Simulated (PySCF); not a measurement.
Delta-SCF ions had no search for a lower state. 

Cartesian coordinates (Å):
SMILES: B
```xyz
4

B      0.0000     0.0000     0.0000
H     -0.8991    -0.7941    -0.0006
H     -0.2381     1.1756     0.0015
H      1.1372    -0.3816    -0.0009
```
Charge 0, spin multiplicity 1.

Problem. Predict the HOMO–LUMO gap, HOMO, total energy, dipole moment, vertical ionisation energy (Delta-SCF) and LUMO from PySCF with PBE-D3(BJ)/def2-TZVP.

Solution. 
HOMO–LUMO gap: 5.40 eV
HOMO: -8.46 eV
total energy: -26.5532 Ha
dipole moment: 0.00 D
vertical ionisation energy (Delta-SCF): 12.86 eV
LUMO: -3.06 eV
